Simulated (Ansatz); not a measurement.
`[AlH2][SiH]1C[SiH2]1` + HCl → `Cl[SiH]1C[SiH2]1` + `[AlH3]` at 500 K and 1 bar (cleavage of the Si–Al bond).

Computed with Ansatz on PBE0-D4/def2-TZVP structures; ΔE is electronic, products minus reactants. CBS: MP2 limit from def2 TZ/QZ plus the TZ coupled-cluster correction, frozen cores. This one scheme is used for every species.

```json
{"species": "`[AlH2][SiH]1C[SiH2]1`", "CCSD(T)/CBS energy (Eh)": "-862.39024", "H − E (kJ/mol)": "224.0", "S (J/(mol·K))": "417.0"}
{"species": "HCl", "CCSD(T)/CBS energy (Eh)": "-460.38127", "H − E (kJ/mol)": "32.5", "S (J/(mol·K))": "201.9"}
{"species": "`Cl[SiH]1C[SiH2]1`", "CCSD(T)/CBS energy (Eh)": "-1079.00337", "H − E (kJ/mol)": "181.7", "S (J/(mol·K))": "390.6"}
{"species": "`[AlH3]`", "CCSD(T)/CBS energy (Eh)": "-243.78045", "H − E (kJ/mol)": "68.7", "S (J/(mol·K))": "232.2"}
```

H − E and S are ideal-gas, rigid-rotor, harmonic terms from PBE0-D4/def2-TZVP, for one conformer and one mirror image of each species. 1 Eh = 2625.50 kJ/mol, R = 8.31446 J/(mol·K).

By hand: ΔE, ΔH, ΔS and ΔG.

ΔE = (-1079.00337) + (-243.78045) − (-862.39024) − (-460.38127) = -0.01231 Eh = -32.3 kJ/mol. Δ(H − E) = 181.7 + 68.7 − 224.0 − 32.5 = -6.1, so ΔH = -38.4 kJ/mol. ΔS = 390.6 + 232.2 − 417.0 − 201.9 = 3.9 J/(mol·K). ΔG = -38.4 − 500 × (3.9)/1000 = -40.4 kJ/mol.

By hand: the equilibrium constant, and the temperature at which ΔG would vanish if ΔH and ΔS stayed fixed.

log₁₀ K = −ΔG/(RT ln 10) = 4.2. ΔH and −TΔS have one sign here, so there is no such temperature.

The number of gas molecules stays the same, so ΔS is small and ΔH decides. A doubt of 5 kJ/mol in ΔE shifts log₁₀ K by 0.5 here. Other conformers and mirror images would add mixing entropy, several J/(mol·K) or more a flexible species. These are equilibria of isolated gas molecules and say nothing of rates. Largest T1 diagnostic: 0.015 (customary marks: 0.02 for closed shells, 0.045 for open ones).

ΔS is within the doubt of such terms, so its sign, and with it that verdict, could turn.
